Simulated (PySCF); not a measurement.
trisilylphosphine (H₉PSi₃), singlet, at a GFN2-xTB geometry; CCSD/STO-3G (PySCF).

PySCF was given this input:
```python
from pyscf import gto, scf, cc

mol = gto.M(
    atom='''
Si   -0.73150406    1.82305785   -0.40791737
P     0.18821174   -0.17350413   -0.73727730
Si    1.86473710   -0.16240545    0.72209052
Si   -1.27528289   -1.52970289    0.24227527
H     0.23660144    2.81452484   -0.86999042
H    -1.05477390    2.07124934    1.00037921
H    -1.95510257    1.86016427   -1.20489688
H     2.82295740    0.83662120    0.25571496
H     2.44340496   -1.50357383    0.70954322
H     1.42887523    0.17189027    2.08138167
H    -0.68465939   -2.86566528    0.23155487
H    -2.49681096   -1.47983083   -0.55717985
H    -1.57497050   -1.13611115    1.62237473
''',
    basis='sto-3g',
    verbose=4,
)

mf = scf.RHF(mol)
mf.kernel()

mycc = cc.CCSD(mf)
mycc.kernel()
print('E(CCSD) = %.10f' % mycc.e_tot)
```

Task: Write the output that PySCF gives for this input, abridged.

Result: 
```
PySCF version 2.14.0

[INPUT] verbose = 4
[INPUT] num. atoms = 13
[INPUT] num. electrons = 66
[INPUT] charge = 0
[INPUT] spin (= nelec alpha-beta = 2S) = 0
[INPUT] symmetry False subgroup None
[INPUT] Mole.unit = angstrom
[INPUT] Symbol           X                Y                Z      unit          X                Y                Z       unit  Magmom
[...]
nuclear repulsion = 347.688367613677
number of shells = 29
number of NR pGTOs = 135
number of NR cGTOs = 45
basis = sto-3g
ecp = {}

******** <class 'pyscf.scf.hf.RHF'> ********
method = RHF
initial guess = minao
damping factor = 0
level_shift factor = 0
DIIS = <class 'pyscf.scf.diis.CDIIS'>
diis_start_cycle = 1
diis_space = 8
diis_damp = 0
SCF conv_tol = 1e-09
SCF conv_tol_grad = None
SCF max_cycles = 50
direct_scf = True
direct_scf_tol = 1e-13
Set gradient conv threshold to 3.16228e-05
Initial guess from minao.
init E= -1198.04462496188
[...]
cycle= 1 E= -1198.97262788604  delta_E= -0.928  |g|= 0.228  |ddm|= 3.78
[...]
cycle= 2 E= -1198.99957404985  delta_E= -0.0269  |g|= 0.0653  |ddm|= 0.541
[...]
cycle= 3 E= -1199.00144106023  delta_E= -0.00187  |g|= 0.0142  |ddm|= 0.139
[...]
cycle= 4 E= -1199.00158856768  delta_E= -0.000148  |g|= 0.00151  |ddm|= 0.0442
[...]
cycle= 5 E= -1199.00159112609  delta_E= -2.56e-06  |g|= 0.000358  |ddm|= 0.00704
[...]
cycle= 6 E= -1199.00159128573  delta_E= -1.6e-07  |g|= 3.5e-05  |ddm|= 0.0022
[...]
cycle= 7 E= -1199.00159128696  delta_E= -1.23e-09  |g|= 4.08e-06  |ddm|= 0.000181
[...]
cycle= 8 E= -1199.00159128697  delta_E= -7.73e-12  |g|= 4.11e-07  |ddm|= 1.72e-05
[...]
Extra cycle  E= -1199.00159128697  delta_E= -4.55e-12  |g|= 1.08e-07  |ddm|= 9.81e-07
converged SCF energy = -1199.00159128697

******** <class 'pyscf.cc.ccsd.CCSD'> ********
CC2 = 0
CCSD nocc = 33, nmo = 45
max_cycle = 50
direct = 0
conv_tol = 1e-07
conv_tol_normt = 1e-05
diis_space = 6
diis_start_cycle = 0
diis_start_energy_diff = 1e+09
Init t2, MP2 energy = -1199.16443928491  E_corr(MP2) -0.162847997934983
Init E_corr(CCSD) = -0.16284799793499
cycle = 1  E_corr(CCSD) = -0.203283784682562  dE = -0.0404357867  norm(t1,t2) = 0.0645293
cycle = 2  E_corr(CCSD) = -0.217191813391604  dE = -0.0139080287  norm(t1,t2) = 0.023569
cycle = 3  E_corr(CCSD) = -0.224996056032592  dE = -0.00780424264  norm(t1,t2) = 0.00928441
cycle = 4  E_corr(CCSD) = -0.225150921286238  dE = -0.000154865254  norm(t1,t2) = 0.00142747
cycle = 5  E_corr(CCSD) = -0.225123031199448  dE = 2.78900868e-05  norm(t1,t2) = 0.000500041
cycle = 6  E_corr(CCSD) = -0.225123206453671  dE = -1.75254223e-07  norm(t1,t2) = 8.66148e-05
cycle = 7  E_corr(CCSD) = -0.225122241851871  dE = 9.64601801e-07  norm(t1,t2) = 2.5368e-05
cycle = 8  E_corr(CCSD) = -0.225122241998395  dE = -1.46524598e-10  norm(t1,t2) = 9.2262e-06
CCSD converged
E(CCSD) = -1199.226713528972  E_corr = -0.2251222419983953
E(CCSD) = -1199.2267135290
```
